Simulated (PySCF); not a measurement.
**A series of related molecules**

Level of theory: PySCF, TDDFT BHandHLYP/def2-SVPD circular dichroism and optical rotation, one conformer, gas phase. Geometry: GFN2-xTB.

Each molecule in one low-energy conformer. The parent is C[C@@H]1[SiH2][C@H](F)[Si@@H]1C#N.

(1) How does the specific rotation at 589.3 nm (origin-invariant length gauge) change along this series?
- C[C@@H]1[SiH2][C@H](F)[Si@@H]1C#N (base)
- C[C@H]1[SiH2][C@H](F)[Si@H]1C#N (diastereomer)
- C[C@@H]1[SiH2][C@@H](F)[Si@H]1C#N (diastereomer)
- C[C@H]1[SiH2][C@@H](F)[Si@@H]1C#N (diastereomer)

Answers

(1) 
| molecule | [α]589 (deg dm⁻¹ (g/mL)⁻¹) | S1 (eV) | R(S1), velocity form (10⁻⁴⁰ esu² cm²) |
| --- | --- | --- | --- |
| C[C@@H]1[SiH2][C@H](F)[Si@@H]1C#N | +23.1 | 6.27 | +26.6 |
| C[C@H]1[SiH2][C@H](F)[Si@H]1C#N | -89.1 | 6.15 | -10.0 |
| C[C@@H]1[SiH2][C@@H](F)[Si@H]1C#N | -38.5 | 6.15 | -21.1 |
| C[C@H]1[SiH2][C@@H](F)[Si@@H]1C#N | +96.7 | 6.23 | +19.9 |

The specific rotation at 589.3 nm (origin-invariant length gauge) is lowest for C[C@H]1[SiH2][C@H](F)[Si@H]1C#N and highest for C[C@H]1[SiH2][C@@H](F)[Si@@H]1C#N.
